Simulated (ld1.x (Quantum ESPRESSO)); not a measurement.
Cutoff test, Gd, ultrasoft

```json
{
 "Element": "gadolinium",
 "Generator": "ld1.x (Quantum ESPRESSO) 7.5",
 "Type": "ultrasoft",
 "Functional": "PBEsol",
 "Relativity": "scalar-relativistic",
 "Frozen core": "[Kr] 4d10 4f7",
 "Valence charge": "11",
 "Reference configuration": "5s2 5p6 5d1.5 6s1.5 6p0",
 "Partial waves": "5s (bound): rcut 1.90, rcutus 2.05 bohr; 6s (bound): rcut 1.90, rcutus 2.05 bohr; 5p (bound): rcut 3.05, rcutus 3.30 bohr; 6p (bound, empty): rcut 3.05, rcutus 3.30 bohr; 5d (bound): rcut 2.50, rcutus 3.10 bohr; 5d channel at 0.25 Ry: rcut 2.50, rcutus 3.10 bohr",
 "Local potential": "all-electron potential smoothed inside 3.20 bohr (lloc = -1)",
 "Core correction": "a·sin(br)/r model core inside 1.60 bohr",
 "Augmentation charge": "PSQ, inside the norm-conserving radii"
}
```

The pseudo-atom Hamiltonian at the reference potential is diagonalised in spherical Bessel functions j_l(qr) that vanish at 20 bohr, with q² up to the cutoff. All-electron valence levels (Ry): 5s -3.6001, 6s -0.2867, 5p -1.9512, 6p -0.0881, 5d -0.1557.

Problem. How do the lowest levels (Ry) of each channel move with the cutoff, and are there ghosts?

Solution.

| cutoff (Ry) | s #1 | s #2 | p #1 | p #2 | d #1 | d #2 | f #1 | Σ f·Δε (mRy) |
| --- | --- | --- | --- | --- | --- | --- | --- | --- |
| 8 | -3.5671 | -0.2664 | -1.9510 | -0.0588 | -0.1529 | 0.0491 | 0.0954 | 102.6 |
| 10 | -3.5906 | -0.2748 | -1.9510 | -0.0750 | -0.1554 | 0.0489 | 0.0954 | 38.8 |
| 12 | -3.5982 | -0.2804 | -1.9511 | -0.0862 | -0.1556 | 0.0488 | 0.0954 | 14.2 |
| 15 | -3.5997 | -0.2838 | -1.9512 | -0.0874 | -0.1556 | 0.0488 | 0.0954 | 5.7 |
| 18 | -3.5998 | -0.2861 | -1.9512 | -0.0878 | -0.1557 | 0.0488 | 0.0954 | 2.0 |
| 21 | -3.5999 | -0.2866 | -1.9512 | -0.0880 | -0.1557 | 0.0488 | 0.0954 | 0.9 |
| 25 | -3.6000 | -0.2868 | -1.9512 | -0.0880 | -0.1557 | 0.0488 | 0.0954 | 0.4 |
| 30 | -3.6001 | -0.2868 | -1.9512 | -0.0881 | -0.1557 | 0.0488 | 0.0954 | 0.1 |
| 400 | -3.6001 | -0.2869 | -1.9512 | -0.0881 | -0.1557 | 0.0488 | 0.0954 | 0.0 |

Result: no extra level below or beside the all-electron valence levels (s, p, d, f tested); 10 mRy is reached at 15 Ry and 1 mRy at 21 Ry.

Test run stopped at test 2 of 7 (negative rho).
